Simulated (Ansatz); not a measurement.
C4H8O2Si, SMILES `C=C[Si](O)(O)C=C` from Hartree–Fock to CCSD(T)

| atom | x (Å) | y (Å) | z (Å) |
| --- | --- | --- | --- |
| C1 | 2.0821 | -0.3273 | -0.3539 |
| C2 | 1.3060 | -0.1714 | 0.7163 |
| Si3 | -0.5465 | -0.3578 | 0.7185 |
| O4 | -1.1509 | 0.4769 | 2.0072 |
| O5 | -1.0334 | -1.9072 | 0.9375 |
| C6 | -1.2987 | 0.1718 | -0.8912 |
| C7 | -0.7708 | 1.0718 | -1.7171 |
| H8 | 3.1641 | -0.2375 | -0.3043 |
| H9 | 1.6679 | -0.5591 | -1.3311 |
| H10 | 1.7958 | 0.0546 | 1.6641 |
| H11 | -0.9705 | 1.4166 | 2.0516 |
| H12 | -0.8998 | -2.2946 | 1.8035 |
| H13 | -2.2644 | -0.2586 | -1.1541 |
| H14 | 0.1891 | 1.5396 | -1.5161 |
| H15 | -1.2700 | 1.3823 | -2.6309 |

The species carries charge 0 and has multiplicity 1. All single points use the PBE0-D4/def2-TZVP geometry. It is one conformer, not always the lowest. Frozen core, restricted reference, the Gaussian-basis code of Ansatz. CBS rows extrapolate triple and quadruple zeta; past MP2 they add the triple-zeta difference.

| basis | HF (Eh) | MP2 corr. | CCSD corr. | (T) | CCSD(T) total |
| --- | --- | --- | --- | --- | --- |
| def2-TZVPP | -595.00875 | -1.23860 | ? | ? | ? |
| def2-QZVPP | -595.03232 | -1.32877 | – | – | – |
| CBS(def2) | ? | -1.39556 | ? | as TZ | ? |

Question: Fill in the withheld values. (Estimate.)

Answer: Ansatz gave: def2-TZVPP CCSD corr.: -1.28358; def2-TZVPP (T): -0.05428; def2-TZVPP CCSD(T) total: -596.34661; CBS(def2) HF (Eh): -595.03557; CBS(def2) CCSD corr.: -1.44054; CBS(def2) CCSD(T) total: -596.53039.
